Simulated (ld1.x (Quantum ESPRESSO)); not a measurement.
# Pb, TM: configuration errors across variants

| Item | Value |
| --- | --- |
| Element | lead (Pb) |
| Generator | ld1.x (Quantum ESPRESSO) 7.5 |
| Type | norm-conserving Troullier–Martins (Kleinman–Bylander form) |
| Functional | PBEsol |
| Relativity | scalar-relativistic |
| Frozen core | [Xe] 4f14 5d10 |
| Valence charge | 4 |
| Reference configuration | 6s2 6p0 (charge +2) |
| Partial waves | 6p (bound, empty): rc 1.95 bohr; 6s (bound): rc 1.60 bohr |
| Local potential | the s channel |
| Core correction | a·sin(br)/r model core, default radius (core density twice the valence density) |

All-electron excitation energies from the reference (eV): (1) 6s2 6p2 -20.045; (2) 6s2 6p1 -13.447; (3) 6s1 6p0 32.479; (4) 6s1 6p2 -3.868; (5) 6s2 6p2.3 -20.849; (6) 6s1 6p3 -11.274; (7) 6s2 6p1.5 -17.542.

A true bound ghost makes a file unfit for plane-wave use even where its test errors are small: the radial tests pick states by their node count and pass the ghost by.

The file “all radii but the core radius scaled by about 0.76 (s 1.22, p 1.48 bohr)” misses its own reference levels by 0.3 eV.

Errors AE − PS in meV (a dash: test not solved or not reliable):

```tsv
change	(1)	(2)	(3)	(4)	(5)	(6)	(7)	bound ghosts
base	-89	-36	-218	-9.7	-98	-30	-65	none
all radii but the core radius scaled by about 0.76 (s 1.22, p 1.48 bohr)	+319	–	-381	+327	+327	–	+293	p, s (extra level of the local part)
all radii but the core radius scaled by about 0.82 (s 1.32, p 1.60 bohr)	+5.9	+7.5	-81	+66	+4.1	+82	+8.3	p, s (extra level of the local part)
all radii but the core radius scaled by about 0.91 (s 1.46, p 1.78 bohr)	-83	-33	-205	-0.8	-92	-20	-60	p
all radii but the core radius scaled by about 1.16 (s 1.86, p 2.26 bohr)	-91	-36	-215	-13	-100	-34	-66	none
all radii but the core radius scaled by about 1.25 (s 2.00, p 2.44 bohr)	-91	-36	-214	-13	-101	-35	-67	none
all radii but the core radius scaled by about 1.30 (s 2.08, p 2.54 bohr)	-91	-36	-215	-13	-101	-34	-67	none
all radii but the core radius scaled by about 1.39 (s 2.22, p 2.70 bohr)	-91	-36	-216	-13	-100	-34	-67	none
```

Question: Give the same row for: all radii but the core radius scaled by about 1.13 (s 1.80, p 2.20 bohr).

Answer: -91, -36, -216, -13, -100, -34, -66; bound ghosts: none.
